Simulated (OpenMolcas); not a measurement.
W5+ with 6 ligands (fluoride) in octahedral coordination (Oh) at 1.93 Å. A charge of +0.167 e stands 3.2 Å behind each ligand. Ligand basis ANO-RCC-VDZP.

- Program: OpenMolcas 26.06
- Method: CASSCF
- Basis: ANO-RCC-VDZP [7s6p4d2f1g]
- Scalar Hamiltonian: DKH2, point nucleus
- Active space: 1 electron in 5 orbitals (5d)
- State averaging: 2S+1 = 2 even, 5 roots
- Spin-orbit coupling: RASSI with atomic mean-field integrals over the reference wave functions

What is the spin-free ground state (labels of O, the rotations of Oh)?

2T2, 3-fold in its orbital part; it has the highest spin that d1 allows.

Where is the first state of the same spin?

2E at 39800 cm-1 above the ground state.

What are the lowest two levels with spin-orbit coupling?

A 4-fold level Γ8, then a 2-fold level 4931 cm-1 above it. Their leading multiplicities are 2 (100 %) and 2 (100 %).

What is χT at 300 K, and how does it compare with the textbook value?

The lowest level has 2S+1 = 2, for which the spin-only value is χT = S(S+1) / 2 = 0.375 cm3 K/mol (g = 2). The computed 0.034 at 300 K differs by -0.341, through orbital momentum, spin-orbit coupling and any other state in reach. With a threefold ground state the orbital momentum is unquenched, so the spin-only value is not expected to hold.

Which ligand-field parameters describe the states?

The gap between the two states is 10Dq = 39846 cm-1. 

An orbital triplet at a regular site is open to Jahn-Teller coupling, which can distort the site and quench the lowest spin-orbit gaps and is left out. The least metal-like active orbital is 72 % on the metal (Löwdin) and no ligand orbital is active, so the numbers are rough. With metal d orbitals alone the field can be off either way by tens of per cent. Ligand-to-metal charge-transfer states are missing. No measured value stands beside these numbers; the geometry is a model, was not optimised and need not be the one that this ion takes.
